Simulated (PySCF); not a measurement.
PySCF 2.14 output of an unrestricted PBE calculation on a single atom or ion in x2c-TZVPPall (11s7p7d3f1g, 97 functions), with the spin-free X2C one-electron Hamiltonian (Gaussian nucleus):

```
SCF conv_tol = 1e-09
number electrons alpha = 40  beta = 35
    J. P. Perdew, K. Burke, and M. Ernzerhof.,  Phys. Rev. Lett. 77, 3865 (1996)
    J. P. Perdew, K. Burke, and M. Ernzerhof.,  Phys. Rev. Lett. 78, 1396 (1997)
    J. P. Perdew, K. Burke, and M. Ernzerhof.,  Phys. Rev. Lett. 77, 3865 (1996)
    J. P. Perdew, K. Burke, and M. Ernzerhof.,  Phys. Rev. Lett. 78, 1396 (1997)
cycle= 1 E= -17828.1541338452  delta_E= -0.0304  |g|= 0.27  |ddm|= 0.364
cycle= 2 E= -17828.1533029808  delta_E= 0.000831  |g|= 0.268  |ddm|= 0.186
cycle= 3 E= -17828.1588480299  delta_E= -0.00555  |g|= 0.0129  |ddm|= 0.109
cycle= 4 E= -17828.1588792952  delta_E= -3.13e-05  |g|= 0.000478  |ddm|= 0.00969
cycle= 5 E= -17828.1588793511  delta_E= -5.58e-08  |g|= 5.01e-05  |ddm|= 0.000415
cycle= 6 E= -17828.1588793516  delta_E= -5.82e-10  |g|= 2.34e-06  |ddm|= 4.08e-05
converged SCF energy = -17828.1588793516  <S^2> = 8.7510773  2S+1 = 6.0003591
```

The run itself started from symmetry-adapted Hartree-Fock orbitals and held the occupation by maximum overlap, on a logarithmic radial grid, so the iterations belong to that start.

Question: Which element, charge and spin multiplicity is this?

Answer: Ir²⁺ (iridium, charge +2), multiplicity 6; the state was [Xe] 4f14 5d6 6p1, one real determinant (an excited configuration).

⟨L²⟩ = 8.02 against 12 for a pure F term, so this real determinant mixes terms. Spin-orbit coupling, absent here, splits the open shell strongly.
